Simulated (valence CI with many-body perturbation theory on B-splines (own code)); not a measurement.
## Rh XXXII: calculated level list

Method: configuration interaction combined with many-body perturbation theory (CI+MBPT): four valence electrons over a frozen Dirac-Fock core [Ne], radial functions for each j: 11 s, 11 p, 10 d, 8 f, 5 g, 2 h, with the one-electron correlation potential Σ1 (screened to all orders), the two-electron term Σ2, the three-electron term Σ3, Breit, model QED; selected single and double excitations, second order for the rest, scaled by the run's own slope (own B-spline code, finite nucleus).

The last digits are not significant, and no measured levels were compared; by estimate large intervals hold to a few tenths of a per cent, small ones and those within an open d or f shell to about a per cent. Among the levels kept, up to 690 cm⁻¹ of a level comes from second order outside the variational space, and about a tenth of that is noise between levels of different J, which matters for small intervals.

Levels 91 to 135 of 177, with energies above the lowest level, (3s^2 3p1/2^2) J=0. "Leading %" is the weight of the configuration and term that name the level; weights of strongly mixed levels are sums over their largest components and can fall short. In the jj column 3d3/2^4 stands for four electrons in 3d with j = 3/2. Lifetimes count E1, E2, E3, M1 and M2 decay at the calculated energies, and are blank where another channel may lead or the interval is too uncertain; long ones can be off by a factor of two.

```csv
No.,Configuration,Term,J,E (× 10³ cm⁻¹),Leading %,g,Lifetime,Leading jj
91,3s2.3d2,3P,2,2728.9,34,1.241,2.45 ps,3s 3p3/2^2 3d3/2 (35 %)
92,3s2.3d2,1G,4,2747.2,69,1.022,4.83 ps,3s^2 3d3/2 3d5/2 (40 %)
93,3s.3p2.3d,3P,1,2753.6,33,1.314,2.89 ps,3s 3p3/2^2 3d5/2 (60 %)
94,3p4,3P,0,2781.3,20,,2.56 ps,3p3/2^4 (34 %)
95,3s2.3d2,1D,2,2793.0,28,1.216,3.02 ps,3s^2 3d5/2^2 (55 %)
96,3p3.3d,3F°,2,2796.2,26,0.929,18.9 ps,3p1/2^2 3p3/2 3d3/2 (74 %)
97,3s.3p2.3d,1D,2,2821.7,58,1.053,2.60 ps,3s 3p3/2^2 3d5/2 (66 %)
98,3p3.3d,3F°,3,2835.7,29,1.180,11.7 ps,3p1/2^2 3p3/2 3d3/2 (64 %)
99,3p3.3d,3P°,0,2836.4,40,,13.3 ps,3p1/2^2 3p3/2 3d3/2 (80 %)
100,3p3.3d,5D°,1,2858.0,40,1.209,8.93 ps,3p1/2^2 3p3/2 3d3/2 (82 %)
101,3p3.3d,5D°,4,2900.2,37,1.284,10.8 ps,3p1/2^2 3p3/2 3d5/2 (85 %)
102,3p3.3d,3D°,2,2912.0,38,1.306,10.2 ps,3p1/2^2 3p3/2 3d5/2 (68 %)
103,3s2.3d2,1S,0,2924.5,59,,2.48 ps,3s^2 3d5/2^2 (50 %)
104,3s.3p.3d2,5G°,2,2938.4,69,0.521,17.6 ps,3s 3p1/2 3d3/2^2 (75 %)
105,3p3.3d,3G°,3,2953.4,22,0.986,16.1 ps,3p1/2^2 3p3/2 3d5/2 (31 %)
106,3s.3p.3d2,5G°,3,2972.9,29,1.037,16.5 ps,3s 3p1/2 3d3/2^2 (48 %)
107,3p3.3d,5D°,0,2995.8,45,,9.87 ps,3p1/2 3p3/2^2 3d3/2 (62 %)
108,3p3.3d,5D°,2,3002.1,23,0.956,12.2 ps,3p1/2 3p3/2^2 3d3/2 (58 %)
109,3p3.3d,3D°,1,3003.3,38,0.802,12.3 ps,3p1/2 3p3/2^2 3d3/2 (59 %)
110,3s.3p.3d2,5G°,3,3013.4,40,1.084,17.8 ps,3s 3p1/2 3d3/2 3d5/2 (52 %)
111,3p3.3d,3D°,1,3028.4,46,1.009,8.75 ps,3p1/2^2 3p3/2 3d5/2 (59 %)
112,3s.3p.3d2,5G°,4,3031.1,50,1.190,26.4 ps,3s 3p1/2 3d3/2 3d5/2 (63 %)
113,3p3.3d,3G°,4,3047.7,23,1.164,14.6 ps,3p1/2 3p3/2^2 3d3/2 (34 %)
114,3p3.3d,5D°,3,3056.8,42,1.344,8.52 ps,3p1/2 3p3/2^2 3d5/2 (58 %)
115,3s.3p.3d2,5D°,0,3080.3,85,,7.66 ps,3s 3p1/2 3d3/2^2 (54 %)
116,3p3.3d,3G°,5,3084.3,32,1.214,21.5 ps,3s 3p1/2 3d3/2 3d5/2 (45 %)
117,3p3.3d,3F°,4,3087.0,27,1.210,13.9 ps,3p1/2 3p3/2^2 3d5/2 (56 %)
118,3s.3p.3d2,5D°,1,3087.8,37,1.074,6.52 ps,3s 3p1/2 3d3/2 3d5/2 (55 %)
119,3s.3p.3d2,5D°,2,3091.5,33,1.226,6.61 ps,3s 3p1/2 3d3/2 3d5/2 (63 %)
120,3s.3p.3d2,3S°,1,3104.2,28,1.852,6.72 ps,3s 3p1/2 3d3/2^2 (40 %)
121,3s.3p.3d2,5F°,1,3109.3,43,0.829,4.63 ps,3s 3p1/2 3d3/2^2 (48 %)
122,3p3.3d,1D°,2,3112.4,11,1.193,5.66 ps,3p1/2 3p3/2^2 3d3/2 (36 %)
123,3p3.3d,3D°,3,3115.8,23,1.318,7.39 ps,3s 3p1/2 3d3/2 3d5/2 (47 %)
124,3s.3p.3d2,5D°,2,3127.2,19,1.208,7.84 ps,3s 3p1/2 3d3/2 3d5/2 (41 %)
125,3p3.3d,1G°,4,3133.2,62,1.113,9.05 ps,3p1/2 3p3/2^2 3d5/2 (53 %)
126,3s.3p.3d2,5G°,5,3135.3,49,1.249,17.4 ps,3s 3p1/2 3d5/2^2 (41 %)
127,3p3.3d,1P°,1,3149.5,28,1.337,5.53 ps,3p1/2 3p3/2^2 3d5/2 (37 %)
128,3p3.3d,3P°,2,3163.5,30,1.337,4.73 ps,3p1/2 3p3/2^2 3d3/2 (24 %)
129,3p3.3d,3P°,0,3165.2,42,,9.29 ps,3p1/2 3p3/2^2 3d5/2 (47 %)
130,3s.3p.3d2,5D°,4,3166.2,53,1.398,6.22 ps,3s 3p1/2 3d5/2^2 (59 %)
131,3s.3p.3d2,5D°,3,3177.0,31,1.348,4.84 ps,3s 3p1/2 3d3/2 3d5/2 (63 %)
132,3s.3p.3d2,3G°,3,3191.3,35,0.975,7.89 ps,3s 3p1/2 3d3/2 3d5/2 (35 %)
133,3s.3p.3d2,3F°,2,3193.0,45,0.841,8.38 ps,3s 3p1/2 3d5/2^2 (41 %)
134,3p3.3d,3P°,1,3198.1,34,1.133,5.16 ps,3p1/2 3p3/2^2 3d5/2 (34 %)
135,3p3.3d,3D°,3,3208.1,24,1.177,4.80 ps,3p1/2 3p3/2^2 3d3/2 (22 %)
```

Where two levels of one J and parity lie close, their mixing, g and order are uncertain.
